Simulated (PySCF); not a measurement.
**Rotational lines of LiBe⁺**

Lines J+1 ← J of the vibrational ground state, computed from RHF-CCSD(T) constants of LiBe⁺, ¹Σ⁺ (singlet), closed shell (Li def2-SVPD, Be def2-SVPD; no relativity (PySCF 2.14); masses 7.0160 and 9.0122 u), in MHz:

```tsv
J	ν (MHz)
2	101908.5
3	135844.4
4	169751.5
5	203622.6
6	237450.6
```

Problem. Find B0 and the effective bond length r0; with αe = 0.0138 cm⁻¹, find Re.

Solution. ν = 2B0(J+1) − 4D(J+1)³ gives B0 = 0.56673 cm⁻¹. With the reduced mass μred = 3.9449 u, r0 = √(16.8576/(μred·B0)) (u, cm⁻¹, Å) = 2.7459 Å. Be = B0 + αe/2 = 0.57363 cm⁻¹ gives Re = 2.729 Å.

Correlated steps freeze no core orbitals. Correlated levels converge slowly with the basis: in double zeta they bind strong bonds too weakly, by up to about 1 eV, and carry superposition errors of some tenths. For an ion De counts to the pair picked by the measured ionisation energies or electron affinities, which need not be the lowest pair at this level. The CCSD T1 diagnostic is raised, a sign that a single reference may not be enough here.
